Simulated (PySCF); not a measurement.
Run record: geometry optimisation, `CB(P)[AsH2]`.

Method: PBE0-D3(BJ)/def2-SVP geometry optimisation, gas phase (PySCF 2.14.0). Start geometry: GFN2-xTB. The input is one job of a driver script: a line of settings, then coordinates in Å.

Input:
```
{"job": {"xc": "PBE0", "basis": "def2-SVP", "d3": "d3bj", "grid": 1, "maxiter": 30, "shake": 0.01, "kind": "geom"}, "charge": 0, "multiplicity": 1}
C     -0.353490    -1.363240     0.522520
B     -0.007540     0.092770    -0.019500
P     -1.165400     0.985280    -1.219960
As     1.743160     1.002760     0.539410
H     -1.317030    -1.744920     0.127750
H     -0.448280    -1.312350     1.606810
H      0.420040    -2.065310     0.289790
H     -1.019320     2.275840    -0.697470
H     -2.376750     0.729640    -0.613740
H      2.584450    -0.188720     0.260570
H      1.978270     1.562410    -0.811830
```

Output:
```
step   0  E = -2643.47755487  max force = 0.023190
step   1  E = -2643.48165946  max force = 0.008170
step   2  E = -2643.48224304  max force = 0.001396
step   3  E = -2643.48231930  max force = 0.000714
step   4  E = -2643.48236591  max force = 0.000659
step   5  E = -2643.48237388  max force = 0.000392
optimisation converged
```

Energies in Eh; «max force» is the largest Cartesian gradient component in Eh/bohr.

**Question.** How much energy does the optimisation release, in eV?

**Answer.** E(step 0) − E(last step) = 0.004819 Eh, which is 0.131 eV.

Main results: final energy -2643.48237 Eh after 5 steps; dipole 0.96 D.

**Question.** Give the final coordinates.

**Answer.** 0.089 Å rms from the input after alignment:
```
atom  x, y, z in Å
C1    -0.3568   -1.3517    0.5645
B2     0.0010    0.0552   -0.0308
P3    -1.2227    0.9897   -1.1273
As4    1.7907    0.9118    0.3784
H5    -1.3198   -1.7608    0.2244
H6    -0.4124   -1.2449    1.6640
H7     0.4333   -2.0968    0.3773
H8    -0.9674    2.3498   -0.8019
H9    -2.4410    0.8244   -0.4098
H10    2.6690   -0.2714    0.0007
H11    1.9736    1.6444   -0.9402
```

Time: 29 s wall; peak memory 0.46 GiB. Hardware: an Arm Neoverse V1 with one thread, shared host with 32 logical CPUs at a one-minute load of 14.
Labels such as C1 count atoms from 1, the log's own numbers from 0.
